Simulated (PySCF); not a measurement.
From computed data to an observable: oscillator strength and radiative lifetime

C5H5F, SMILES C#C[C@H](F)C=C.

The structure is a stationary point at PBE0-D3(BJ)/def2-SVP. The structure was generated by enumeration; whether it is a known compound was not checked. Other conformers were not sampled.

PySCF with TDA-PBE/def2-SVPD puts the first singlet state with f over 0.02 at 6.57 eV (vertical), with the transition dipole (-0.427, 0.012, 0.058) in atomic units.

**Question.** Find the oscillator strength, the wavelength and the radiative lifetime that this transition would have in vacuum if emission retraced absorption.

**Answer.** 
|μ|² = 0.1858 au, so |μ| = 1.10 D. ΔE = 6.57/27.211 = 0.2414 hartree. f = (2/3) ΔE |μ|² = 0.030 (the program prints 0.030).
λ = 1239.84/6.57 = 189 nm; ν = 52991 cm⁻¹.
Einstein's coefficient A = 0.6670 ν² f s⁻¹ (ν in cm⁻¹) = 5.6e7 s⁻¹, so τ = 1/A = 18 ns. This state is S5; the lower singlets have f = 0.003, 0.003, 0.011, 0.012. The figure is the radiative limit of this one transition; relaxation, internal conversion, crossing to triplets and a medium change what is measured.
